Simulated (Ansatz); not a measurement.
Relaxation of In₂As⁺ with RKS r2SCAN-D4/def2-TZVP.

```sh
$ ansatz run in.yaml --threads 4 --pin off --events-out ev --progress --plain --max-ram 3916MiB
```

```yaml
crystal:
  periodic: [false, false, false]
  atoms:
    - {symbol: In, position_ang: [2.120130, -1.370640, -0.310320]}
    - {symbol: In, position_ang: [-2.118500, 1.371070, 0.312690]}
    - {symbol: As, position_ang: [-0.001630, -0.000430, -0.002360]}
basis:
  gaussian: {orbitals: def2-TZVP}
total_charge: 1
hamiltonian: {xc: r2scan, dispersion: d4}
scf: {lower_state_search: "off"}
output: {orbitals: {seedname: orbitals}}
relax: {f_tol: 0.02, max_steps: 100}
```

It took 18 s on 4 threads of Intel Xeon 6975P-C on a shared host.

Positions (Å) and forces (eV/Å) at steps 1, 2, 3, 4, 7, 10, 12, 13, 14, 15, 16, 17, 18, 19 of 19:

```xyz
3
step=1 energy=-71185.9555 eV
In    2.120   -1.371   -0.310   -0.272    0.176    0.040
In   -2.119    1.371    0.313    0.269   -0.174   -0.039
As   -0.002    0.000   -0.002    0.003   -0.002   -0.001
3
step=2 energy=-71185.9915 eV
In    2.081   -1.345   -0.304   -0.341    0.220    0.050
In   -2.079    1.346    0.307    0.334   -0.216   -0.049
As   -0.002   -0.001   -0.003    0.007   -0.004    0.000
3
step=3 energy=-71185.7555 eV rejected
In    1.918   -1.240   -0.280    1.626   -1.049   -0.234
In   -1.918    1.241    0.284   -1.609    1.043    0.241
As   -0.001   -0.001   -0.003   -0.016    0.006   -0.007
3
step=4 energy=-71186.0115 eV
In    2.040   -1.318   -0.298    0.011   -0.007   -0.001
In   -2.038    1.320    0.302   -0.012    0.008    0.002
As   -0.001   -0.001   -0.004    0.001   -0.001   -0.001
3
step=7 energy=-71186.0115 eV
In    2.041   -1.319   -0.297    0.000    0.000    0.001
In   -2.039    1.321    0.303    0.000    0.000    0.001
As   -0.002   -0.002   -0.005    0.000    0.000   -0.001
3
step=10 energy=-71186.0119 eV
In    2.048   -1.312   -0.278    0.001    0.003    0.005
In   -2.032    1.327    0.321    0.008   -0.003    0.004
As   -0.016   -0.016   -0.043   -0.009    0.000   -0.009
3
step=12 energy=-71186.0261 eV
In    2.062   -1.254   -0.163   -0.008    0.020    0.028
In   -1.960    1.348    0.428    0.010    0.011    0.029
As   -0.102   -0.093   -0.264   -0.001   -0.031   -0.056
3
step=13 energy=-71186.0393 eV
In    2.050   -1.215   -0.106    0.026    0.007    0.038
In   -1.909    1.346    0.476   -0.002    0.026    0.044
As   -0.141   -0.132   -0.370   -0.024   -0.033   -0.082
3
step=14 energy=-71186.0463 eV
In    2.046   -1.198   -0.080   -0.005    0.024    0.037
In   -1.888    1.347    0.498    0.030    0.002    0.033
As   -0.158   -0.149   -0.418   -0.024   -0.026   -0.070
3
step=15 energy=-71186.0543 eV
In    2.036   -1.176   -0.051   -0.005    0.025    0.038
In   -1.858    1.343    0.521    0.032    0.001    0.033
As   -0.178   -0.168   -0.470   -0.026   -0.026   -0.071
3
step=16 energy=-71186.0760 eV
In    2.002   -1.102    0.045   -0.160    0.086   -0.007
In   -1.760    1.332    0.598    0.137   -0.106   -0.050
As   -0.242   -0.230   -0.643    0.023    0.020    0.057
3
step=17 energy=-71186.0910 eV
In    1.911   -0.990    0.152   -0.101    0.034   -0.040
In   -1.602    1.283    0.669    0.062   -0.071   -0.064
As   -0.309   -0.293   -0.820    0.039    0.037    0.103
3
step=18 energy=-71186.0922 eV
In    1.901   -0.991    0.140    0.069   -0.025    0.025
In   -1.601    1.275    0.656   -0.043    0.047    0.040
As   -0.300   -0.284   -0.796   -0.026   -0.022   -0.065
3
step=19 energy=-71186.0929 eV
In    1.907   -0.993    0.142    0.002   -0.001    0.001
In   -1.605    1.279    0.659   -0.001    0.001    0.001
As   -0.302   -0.286   -0.801   -0.001    0.000   -0.002
```

In the def2 sets In takes a core potential; there is no spin–orbit coupling. The restricted singlet is unstable: a solution with broken spin symmetry lies lower. An occupied level of the charge 1 singlet lies above an empty one (by up to 0.16 eV), so this SCF solution is probably not the lowest. At r2SCAN-D4/def2-TZVP a triplet of charge 1 lies 0.84 eV below the restricted singlet, each at its own geometry. The structure comes from a short search, and lower isomers may exist.
